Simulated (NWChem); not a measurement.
A series in which one site is exchanged, each optimised at PBE0/def2-SVP with NWChem, gas phase unless a solvent is named. All stand in one matching conformer (torsions within 35°), which need not be the lowest. For some, no frequency run checked for a minimum. def2 effective core potentials on Cd, Te, I; no spin-orbit coupling.

A: [SH][Be][I] (BeHSI; site = Be)
B: S[Te]I (HTeSI; site = Te)
C: S[Se]I (HSeSI; site = Se)
D: [I][Cd][SH] (CdHSI; site = Cd)

| quantity | A | B | C | D |
|---|---|---|---|---|
| dipole (D), PBE0/def2-SVP | 0.97 | 1.62 | 1.39 | [?] |
| orbital gap (eV), PBE0/def2-SVP | 6.61 | 3.57 | 3.87 | [?] |
| vertical ionisation energy, ΔSCF, PBE/def2-SVP (eV) | 9.39 | 8.15 | 8.51 | [?] |
| static polarisability, CAM-B3LYP/def2-SVPD (bohr³) | 71.9 | 102.9 | 89.9 | [?] |
| lowest singlet excitation, CAM-B3LYP/def2-SVPD, TDA (eV) | 5.30 | 2.29 | 2.48 | [?] |

Q: Some entries are withheld; supply them.

A: 
- dipole (D), PBE0/def2-SVP, D: 1.09
- orbital gap (eV), PBE0/def2-SVP, D: 5.44
- vertical ionisation energy, ΔSCF, PBE/def2-SVP (eV), D: 8.88
- static polarisability, CAM-B3LYP/def2-SVPD (bohr³), D: 92.3
- lowest singlet excitation, CAM-B3LYP/def2-SVPD, TDA (eV), D: 4.34
